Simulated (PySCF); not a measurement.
Compound: C4H9B.
Bonds: B1–C2, C2–C3, C3–C4, C4–C5 (double). Hydrogens: H6, H7 on B1; H8, H9 on C2; H10, H11 on C3; H12 on C4; H13, H14 on C5.

Method: PBE0-D3(BJ)/def2-SVP geometry optimisation, gas phase in PySCF; density fitting, grid level 1; the optimiser is geomeTRIC in internal coordinates, started from a GFN2-xTB structure with every atom displaced at random (about 0.01 Å).

Step 0: E = -4959.8939 eV
```
atom  x, y, z in Å  |  force x, y, z in eV/Å
B1     -2.2828    0.6560    0.6075   -0.284   0.075  -0.936
C2     -1.1180    0.0581   -0.2077    0.917   0.627   0.455
C3      0.1971   -0.1201    0.5340    1.107  -0.261  -0.132
C4      1.2948   -0.7150   -0.3473   -3.561  -0.889   1.416
C5      2.3925   -0.1352   -0.6854    1.595   1.917   0.152
H6     -3.3351    0.8387    0.0638   -0.331   0.000  -0.101
H7     -2.1762    0.9859    1.7256    0.130   0.205   1.030
H8     -0.9141    0.6841   -1.0985   -0.351  -0.038  -0.100
H9     -1.4245   -0.9016   -0.5924   -0.481  -0.808  -0.581
H10     0.5583    0.8444    0.9297   -0.082   0.004   0.046
H11     0.0452   -0.7801    1.4084    0.007   0.041  -0.023
H12     1.0302   -1.6976   -0.7308    0.097  -0.411  -0.254
H13     3.0873   -0.5839   -1.3361    1.122  -0.679  -0.978
H14     2.6382    0.8514   -0.2934    0.113   0.216   0.006
```

Problem. Estimate the geometry and energy of step 1. (The exact step hangs on the optimiser's Hessian estimate; all steps are aligned on step 0, rigid shifts and turns removed.)

Solution. E = -4960.0958 eV, largest force 0.447 eV/Å
```
atom  x, y, z in Å  |  force x, y, z in eV/Å
B1     -2.3096    0.6809    0.5991    0.065  -0.068   0.109
C2     -1.1148    0.0567   -0.1807   -0.084  -0.151  -0.029
C3      0.2250   -0.1264    0.5353   -0.117  -0.008   0.015
C4      1.2725   -0.7182   -0.3503    0.405   0.186  -0.040
C5      2.4284   -0.1261   -0.6764   -0.153  -0.326  -0.125
H6     -3.3693    0.8437    0.0407   -0.040   0.013  -0.048
H7     -2.2213    1.0091    1.7651    0.010   0.004  -0.045
H8     -0.9850    0.6702   -1.0947    0.010   0.008  -0.048
H9     -1.4702   -0.9152   -0.5979    0.007   0.180   0.055
H10     0.5729    0.8420    0.9302    0.024  -0.004   0.005
H11     0.0706   -0.7793    1.4148    0.016   0.019  -0.028
H12     1.0510   -1.7072   -0.7715   -0.029  -0.030  -0.007
H13     3.1535   -0.6053   -1.3500   -0.146   0.086   0.146
H14     2.6893    0.8602   -0.2863    0.032   0.092   0.039
```

The energy changes by -0.2020 eV. The first-order estimate −F·Δx gives -0.4581 eV and the mean of the old and new forces, exact on a quadratic surface, -0.2084 eV. The step makes an angle of 61° with the force vector and moves no atom by more than 0.072 Å.

What follows is the cost of the whole optimisation. Hardware: one thread of an Arm Neoverse V1, no GPU, shared host with 32 logical CPUs at a one-minute load of 13. Cost: 29 s of wall time, 0.47 GiB resident at most.
